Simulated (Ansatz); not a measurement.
Cost and result for the atomization energy of C2H2AlFO, SMILES `[OH][Al]1[CH]=[C]1F` (7 atoms, 7 bonds).

```xyz
7

O    -1.936    0.562   -1.256
Al   -0.556    0.136   -0.403
C     1.035   -0.770   -0.106
C     0.727    0.064    0.927
F     1.439    0.247    2.036
H    -2.609    1.184   -0.986
H     1.899   -1.422   -0.211
```

Total charge 0; spin multiplicity 1. The geometry is a stationary point of PBE0-D4/def2-TZVP. It is one conformer, not always the lowest. Program: Ansatz. All runs use 2 threads of an Arm Neoverse V2 on a shared host. Times are those of one run each, without the atoms' runs, and a repeat can differ threefold. Electronic energies, without spin–orbit coupling; frozen cores. CCSD(T)/CBS adds CCSD(T) − MP2 in def2-TZVPP to the MP2 limit, and its time is that of the two runs behind it. T1 = 0.015.

CCSD(T)/CBS is a level of theory with its own doubt, some kJ/mol a heavy atom from the limit and from the frozen cores, so smaller differences don't rank the functionals.

```csv
level,functions,wall time,atomization (kJ/mol),difference from CCSD(T)/CBS,per bond
LDA (SPW92)/def2-TZVPP,194,1.1 s,3318.3,512.1,73.2
BLYP-D4/def2-TZVPP,194,1.8 s,2813.8,7.6,1.1
PBE0-D4/def2-TZVPP,194,2.4 s,2812.3,6.1,0.9
BHLYP-D4/def2-TZVPP,194,2.4 s,2647.0,-159.2,-22.7
CCSD(T)/def2-SVP,84,2.5 s,2625.2,-181.0,-25.9
CAM-B3LYP-D4/def2-TZVPP,194,2.8 s,2805.2,-1.0,-0.1
r2SCAN-D4/def2-TZVPP (with forces),194,4.3 s,2832.7,26.5,3.8
PBE-QIDH/def2-TZVPP,194,4.5 s,2786.8,-19.4,-2.8
ωB97X-V/def2-TZVPP,194,7 s,2804.8,-1.4,-0.2
B97M-V/def2-TZVPP,194,8 s,2822.0,15.8,2.3
MP2/def2-QZVPP,358,13 s,2891.8,85.6,12.2
CCSD(T)/def2-TZVPP,194,60 s,2715.4,-90.8,-13.0
CCSD(T)/CBS(def2),–,73 s,2806.2,0.0,0.0
```

From PBE to PBE0 (25 % exact exchange), in def2-TZVPP and without D4, the atomization energy moves by −99.7 kJ/mol: exact exchange takes away binding that semilocal exchange gives to molecules. At CCSD(T), def2-SVP lies −181.0 kJ/mol from the extrapolated value and def2-TZVPP −90.7 kJ/mol: correlation converges slowly with the basis, and small sets miss more of it in the bonded molecule than in its fragments. In def2-TZVPP, CCSD(T) changes the Hartree–Fock value by +809.4 kJ/mol (the triples alone add +66.6 kJ/mol) and MP2 by +931.6 kJ/mol; breaking electron pairs costs correlation energy, which Hartree–Fock lacks.
